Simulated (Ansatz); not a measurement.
Molecule: ZnI, net charge 0, doublet state. The spin state was set by rule; other spins were not relaxed. 
Structure (B3LYP-D3(BJ)/def2-TZVP (Ansatz, a program for electronic structure) minimum search):
```
Zn
I 1 2.5509
```
Charge 0, spin multiplicity 2.

Computed values are from Ansatz. Cores are frozen in the correlated levels unless marked. UHF or UKS for open shells. Spin-orbit coupling is left out. Frozen are the shells of the preceding noble gas and the d and f shells that filled before the atom's block. Past Kr the def2 sets carry scalar-relativistic core potentials. CBS(X,Y): correlation extrapolated as X^-3; Hartree-Fock from the larger set.

What is the total energy at CCSD(T)/CBS(def2-TZVPPD,def2-QZVPPD)?

-2075.2505 Eh.

What is the dipole moment at CCSD(T)/def2-SVPD?

2.70 D.

What is the atomisation energy De at CCSD(T)/CBS(def2-TZVPPD,def2-QZVPPD)?

32.5 kcal/mol.

What is the T1 diagnostic at CCSD/def2-QZVPPD?

0.021.
